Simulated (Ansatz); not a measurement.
Si(NCO)2Me2 (C₄H₆N₂O₂Si), 15 atoms. Hardware: 4 threads of Intel Xeon on a shared host.

Correlated methods freeze 13 core orbitals.

(1) How many basis functions does each of these Ansatz runs have, and roughly what does it cost? HF/STO-3G, charge 0 singlet, energy; PBE0-D4/def2-SVP, charge -1 doublet at the geometry of the charge 0 singlet, energy; PBE-D4/def2-TZVP, charge 1 doublet at the geometry of the charge 0 singlet, energy, from earlier orbitals; revPBE-D4/def2-TZVPD, charge 0 singlet, energy, from earlier orbitals; revPBE-D4/def2-TZVP, charge 1 doublet at the geometry of the charge 0 singlet, energy, from earlier orbitals; PBE0-D4/def2-TZVP, charge 0 singlet, energy, from earlier orbitals; revPBE-D4/def2-SVP, charge -1 doublet at the geometry of the charge 0 singlet, energy, from earlier orbitals; PBE-D4/def2-SVP, charge 0 singlet, relaxation, 16 steps; RPA@PBE/def2-TZVP, charge 0 singlet, energy, from earlier orbitals; PBE-D4/def2-SVP, charge -1 doublet at the geometry of the charge 0 singlet, energy, from earlier orbitals; r2SCAN-D4/def2-TZVP, charge 0 triplet at the geometry of the charge 0 singlet, energy, from earlier orbitals; PBE-D4/def2-TZVP, charge 0 singlet, energy and forces, from earlier orbitals.

Results:

(1) Other jobs shared the machine, so times can vary by a factor of up to 3. A dash marks memory too small to be measured apart from the calling script's.

| run | functions | fitting or Cholesky vectors | wall time | peak host memory (GiB) |
| --- | --- | --- | --- | --- |
| HF/STO-3G, charge 0 singlet, energy | 55 | 747 | 0.55 s | – |
| revPBE-D4/def2-SVP, charge -1 doublet at the geometry of the charge 0 singlet, energy, from earlier orbitals | 160 | 1806 | 4.1 s | – |
| PBE-D4/def2-SVP, charge -1 doublet at the geometry of the charge 0 singlet, energy, from earlier orbitals | 160 | 1806 | 4.9 s | – |
| PBE-D4/def2-TZVP, charge 0 singlet, energy and forces, from earlier orbitals | 321 | 1848 | 5.5 s | – |
| PBE0-D4/def2-TZVP, charge 0 singlet, energy, from earlier orbitals | 321 | 1864 | 8 s | 1.1 |
| revPBE-D4/def2-TZVPD, charge 0 singlet, energy, from earlier orbitals | 399 | 2003 | 9 s | 0.82 |
| PBE0-D4/def2-SVP, charge -1 doublet at the geometry of the charge 0 singlet, energy | 160 | 1602 | 9.6 s | 0.67 |
| revPBE-D4/def2-TZVP, charge 1 doublet at the geometry of the charge 0 singlet, energy, from earlier orbitals | 321 | 1848 | 11 s | 0.63 |
| PBE-D4/def2-TZVP, charge 1 doublet at the geometry of the charge 0 singlet, energy, from earlier orbitals | 321 | 1848 | 11 s | 0.63 |
| RPA@PBE/def2-TZVP, charge 0 singlet, energy, from earlier orbitals | 321 | 2120 | 15 s | 1 |
| PBE-D4/def2-SVP, charge 0 singlet, relaxation, 16 steps | 160 | 1806 | 35 s | – |
| r2SCAN-D4/def2-TZVP, charge 0 triplet at the geometry of the charge 0 singlet, energy, from earlier orbitals | 321 | 1848 | 91 s | 1.4 |
